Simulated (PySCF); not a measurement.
An unknown is described by computed data only.

Formula: C6H4F3N.

- UV, first state: lowest singlet excitation: 4.97 eV (249 nm, f = 0.003) [TDDFT wB97X-D/def2-SVPD]
- NMR, other nuclei: isotropic shieldings of nuclei other than C and H, by class: -70 (1 N), 244 (3 F) ppm [GIAO KT3/pcSseg-1]
- 1H NMR: chemical shifts (computed TMS as zero) by class: 8.75 (1 H), 8.62 (1 H), 7.61 (1 H), 7.03 (1 H) ppm [GIAO KT3/pcSseg-1]
- Polarisability: 75.3 au [wB97X-D/def2-SVPD]
- Couplings: largest of the computed one-bond spin–spin couplings (means over like bonds): 19F–13C -337.4 (×3), 13C–1H +192.1, 13C–1H +188.9, 13C–1H +173.5, 13C–1H +172.3 Hz [B3LYP/pcJ-1, spin–dipole term left out for some pairs]
- 13C NMR: chemical shifts (computed TMS as zero) by class: 144.8 (1 C), 140.1 (1 C), 126.6 (1 C), 125.2 (1 C), 121.1 (1 C), 116.8 (1 C) ppm [GIAO KT3/pcSseg-1]
- Rotational structure: rotational constants A, B, C: 2.902, 0.958, 0.823 GHz [PBE0-D3(BJ)/def2-SVP]
- Valence photoelectron: vertical ionisation energy: 10.05 eV [ΔSCF wB97X-D/def2-SVPD]
- Dipole: 2.58 D [wB97X-D/def2-SVPD]
- UV, strongest line: among the 10 lowest singlet transitions: S6 at 7.48 eV (166 nm, f = 0.532) [TDDFT wB97X-D/def2-SVPD]

Electronic properties: PySCF, gas phase, density fitting. Levels stand in brackets. Isolated species at its PBE0-D3(BJ)/def2-SVP geometry, gas phase. NMR values are class means; diastereotopic atoms form classes of their own.

Problem. What is the compound? Reason from the data.

Solution. Numbering: `[F:1][C:2]([F:3])([F:4])[c:5]1[cH:6][cH:7][cH:8][n:9][cH:10]1`. Its formula, C6H4F3N, gives 4 degrees of unsaturation: 1 ring and 3 π bonds in the structure found (Kekulé form). 6 carbons fall into 6 classes; from least to most shielded: aromatic CH next to a ring nitrogen [C8] (144.8 ppm), aromatic CH next to a ring nitrogen [C10] (140.1 ppm), CF3 carbon [C2] (126.6 ppm), aromatic CH carbon [C6] (125.2 ppm), substituted aromatic carbon [C5] (121.1 ppm), aromatic CH carbon [C7] (116.8 ppm). Hydrogen classes from least to most shielded: 1 H on an aromatic CH next to a ring nitrogen, C10 (8.75 ppm), 1 H on an aromatic CH next to a ring nitrogen, C8 (8.62 ppm), 1 H on an aromatic CH carbon, C6 (7.61 ppm), 1 H on an aromatic CH carbon, C7 (7.03 ppm). The other shieldings belong to: -70 ppm, pyridine-type nitrogen [N9]; 244 ppm, fluorine of a CF3 group [F1/F3/F4]. The couplings run between: -337.4 Hz, fluorine of a CF3 group [F1] and CF3 carbon [C2] (with 2 like pairs); +192.1 Hz, aromatic CH next to a ring nitrogen [C10] and its hydrogen; +188.9 Hz, aromatic CH next to a ring nitrogen [C8] and its hydrogen; +173.5 Hz, aromatic CH carbon [C7] and its hydrogen; +172.3 Hz, aromatic CH carbon [C6] and its hydrogen. The first electron is taken from the HOMO, whose largest Löwdin shares are 0.59 on the pyridine-type nitrogen, 0.11 on each of 2 atoms of one kind (aromatic CH next to a ring nitrogen) and 0.05 on an aromatic CH carbon. The optimised geometry has point group C1 and is an asymmetric top. Structure: 3-(trifluoromethyl)pyridine, `FC(F)(F)c1cccnc1`. The assignments are read from this structure; whether some other isomer fits the data as well wasn't checked.

The values belong to the conformer `[F:1][C:2]([F:3])([F:4])[c:5]1[cH:6][cH:7][cH:8][n:9][cH:10]1`: F1–C2–C5–C6 91°.
